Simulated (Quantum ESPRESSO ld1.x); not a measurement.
Results of a calculation; reference values are marked as such.
Question: All-electron atom: the barium ion Ba7+ in [Kr] 4d10 5s2 5p1. Level of theory: scalar-relativistic Kohn-Sham, PBE, spin-unpolarised, spherical densities, point nucleus (ld1.x of Quantum ESPRESSO 7.5). Some entries of the table are withheld. Estimate them.

| orbital | occ. | eigenvalue (eV) | <r^2> (bohr^2) |
|---|---|---|---|
| 1s | 2 | -37350.719 | 0.0008883 |
| 2s | 2 | -5978.529 | 0.01421 |
| 2p | 6 | -5370.178 | 0.01129 |
| 3s | 2 | -1331.485 | 0.09733 |
| 3p | 6 | (1) | 0.09738 |
| 3d | 10 | -853.315 | 0.08379 |
| 4s | 2 | (2) | 0.5093 |
| 4p | 6 | -267.389 | 0.5763 |
| 4d | 10 | -175.511 | (3) |
| 5s | 2 | -110.391 | 2.477 |
| 5p | 1 | -92.202 | 3.015 |
| 4f | 0 | -79.420 | 1.327 |
| 6s | 0 | -54.712 | 8.466 |

Answer: 
(1) 3p eigenvalue (eV): -1136.452
(2) 4s eigenvalue (eV): -330.504
(3) 4d <r^2> (bohr^2): 0.7204
